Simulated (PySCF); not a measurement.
Positional isomers: benzothiophene cyano+boryl. Gas-phase values, no solvent. One relaxed conformer stands for each flexible species; it need not be the lowest. Strings in code marks are SMILES.

The four lowest singlet excitations (Tamm–Dancoff). The numbers are results of r2SCAN-D4/def2-TZVP // r2SCAN-D4/def2-SVP in PySCF, not measurements. Excitations are Tamm–Dancoff values on a coarser integration grid. The basis has no diffuse functions, so Rydberg states are missing or too high.

```json
[
 {"state": "S1", "energy (eV)": "3.62", "wavelength (nm)": "343", "oscillator strength": "0.107"},
 {"state": "S2", "energy (eV)": "4.17", "wavelength (nm)": "298", "oscillator strength": "0.051"},
 {"state": "S3", "energy (eV)": "4.73", "wavelength (nm)": "262", "oscillator strength": "0.185"},
 {"state": "S4", "energy (eV)": "4.80", "wavelength (nm)": "258", "oscillator strength": "0.266"}
]
```

Say which member gives these states.
A. `Bc1c(C#N)ccc2sccc12`
B. `Bc1cc(C#N)c2ccsc2c1`
C. `Bc1cc(C#N)cc2sccc12`
D. `Bc1cc2c(C#N)cccc2s1`

B, `Bc1cc(C#N)c2ccsc2c1`
